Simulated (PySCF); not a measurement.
# Continuum solvent and chemical shifts

Molfile (atoms numbered from 1):
```
C4H12BP
     RDKit          3D

 18 17  0  0  0  0  0  0  0  0999 V2000
   -2.1248    1.4473   -0.5507 B   0  0  0  0  0  0  0  0  0  0  0  0
   -0.7265    0.4591    0.2860 P   0  0  1  0  0  0  0  0  0  0  0  0
   -1.1755   -1.2336    0.7837 C   0  0  0  0  0  0  0  0  0  0  0  0
    0.8023    0.3078   -0.7273 C   0  0  0  0  0  0  0  0  0  0  0  0
    1.8941   -0.4912   -0.0959 C   0  0  0  0  0  0  0  0  0  0  0  0
    2.9533    0.0292    0.5270 C   0  0  0  0  0  0  0  0  0  0  0  0
   -1.6395    2.5386   -0.8148 H   0  0  0  0  0  0  0  0  0  0  0  0
   -2.3949    0.7746   -1.5393 H   0  0  0  0  0  0  0  0  0  0  0  0
   -3.0259    1.4870    0.2757 H   0  0  0  0  0  0  0  0  0  0  0  0
   -0.2116    1.0047    1.4902 H   0  0  0  0  0  0  0  0  0  0  0  0
   -0.3500   -1.7527    1.2897 H   0  0  0  0  0  0  0  0  0  0  0  0
   -1.4761   -1.7939   -0.1137 H   0  0  0  0  0  0  0  0  0  0  0  0
   -2.0427   -1.1774    1.4569 H   0  0  0  0  0  0  0  0  0  0  0  0
    0.4756   -0.1236   -1.6883 H   0  0  0  0  0  0  0  0  0  0  0  0
    1.1169    1.3431   -0.9331 H   0  0  0  0  0  0  0  0  0  0  0  0
    1.7910   -1.5818   -0.1434 H   0  0  0  0  0  0  0  0  0  0  0  0
    3.7118   -0.6097    0.9859 H   0  0  0  0  0  0  0  0  0  0  0  0
    3.1047    1.1116    0.5941 H   0  0  0  0  0  0  0  0  0  0  0  0
  1  2  1  0
  2  3  1  0
  2  4  1  0
  4  5  1  0
  5  6  2  0
  1  7  1  0
  1  8  1  0
  1  9  1  0
  2 10  1  1
  3 11  1  0
  3 12  1  0
  3 13  1  0
  4 14  1  0
  4 15  1  0
  5 16  1  0
  6 17  1  0
  6 18  1  0
M  CHG  2   1  -1   2   1
M  END
```

GIAO PBE0/pcSseg-1 in PySCF on one PBE0-D3(BJ)/def2-SVP conformer, non-relativistic, equivalent nuclei averaged. Solvents enter as an IEF-PCM continuum (acetonitrile with ε = 35.7, water with ε = 78.4) around the gas-phase geometry. Shifts are referred to BF3·OEt2, TMS computed in the same medium.

Gas phase, δ in ppm: B1 -46.3, C5 140.7, C6 127.4, C4 31.9, C3 5.6, H16 6.03, H18 5.54, H17 5.52, H10 4.45, H15 2.39, H14 2.10, H11/H12/H13 1.19, H7/H8/H9 0.93. Dipole moment 5.01 D.

**Question.** How does each δ change in the continuum?

**Answer.** 
| atoms | environment | Δδ, acetonitrile | Δδ, water |
| --- | --- | --- | --- |
| B1 | boron bonded to P, 3 H | -0.4 | -0.4 |
| C5 | alkene CH | +2.5 | +2.6 |
| C6 | terminal =CH2 carbon | +1.4 | +1.4 |
| C4 | allylic sp3 CH2 bonded to P | -0.7 | -0.7 |
| C3 | methyl carbon bonded to P | +0.2 | +0.2 |
| H16 | hydrogen on an alkene CH | +0.25 | +0.25 |
| H18 | hydrogen on a terminal =CH2 carbon | +0.13 | +0.13 |
| H17 | hydrogen on a terminal =CH2 carbon | +0.13 | +0.13 |
| H10 | hydrogen on a phosphorus bonded to 2 C, B | +0.26 | +0.27 |
| H15 | hydrogen on an allylic sp3 CH2 bonded to P | +0.10 | +0.10 |
| H14 | hydrogen on an allylic sp3 CH2 bonded to P | +0.17 | +0.17 |
| H11/H12/H13 | hydrogen on a methyl carbon bonded to P | +0.16 | +0.17 |
| H7/H8/H9 | hydrogen on a boron bonded to P | -0.49 | -0.50 |

Changes are relative to the gas phase. The dipole moment becomes 6.39 D in acetonitrile, 6.42 D in water.

**Question.** Which of the listed nuclei move most (in ppm), and what does the model miss?

**Answer.** C5 (alkene CH, +2.6 ppm) in water. A continuum only polarises the solute; specific hydrogen bonds, the anisotropy of aromatic solvents and changes of geometry or conformer are outside it.
